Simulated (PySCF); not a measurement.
From one molecule to another.

First species: C6H15NP2.
Numbering: `[CH3:1][CH2:2][P:3]1(=[NH:4])[CH2:5][CH2:6][PH:7][CH2:8][CH2:9]1` (hydrogens: H10, H11, H12 on C1; H13, H14 on C2; H15 on N4; H16, H17 on C5; H18, H19 on C6; H20 on P7; H21, H22 on C8; H23, H24 on C9)

Second species: C8H8F2O2.
InChI=1S/C8H8F2O2/c1-11-6-2-4-7(5-3-6)12-8(9)10/h2-5,8H,1H3

Levels: PBE0/pcSseg-1 for HOMO energy, LUMO energy and HOMO–LUMO gap. Geometries: GFN2-xTB. All species are isolated and taken at one optimised geometry, non-relativistic unless stated. Electronic properties by PySCF.

Dipoles, sizes and rotational constants follow the conformer. The torsions of the flexible species, by atom-mapped SMILES:
- `[CH3:1][O:2][c:3]1[cH:4][cH:5][c:6]([O:7][CH:8]([F:9])[F:10])[cH:11][cH:12]1`: C1–O2–C3–C4 0°, C5–C6–O7–C8 -23°, C6–O7–C8–F9 84°

The conformers of `CCP1(=N)CCPCC1` aren't listed.

| property | column X | column Y |
| --- | --- | --- |
| HOMO energy | -6.17 eV | -6.55 eV |
| LUMO energy | 0.77 eV | -0.63 eV |
| HOMO–LUMO gap | 6.94 eV | 5.92 eV |

(1) Which column belongs to which species?

(2) How does each property change from the first species to the second?

## Answers

(1) Column X is the first species and column Y the second. The first has 24 atoms and 88 electrons, the second 20 and 90.

(2) HOMO energy -0.38 eV; LUMO energy -1.40 eV; HOMO–LUMO gap -1.02 eV.

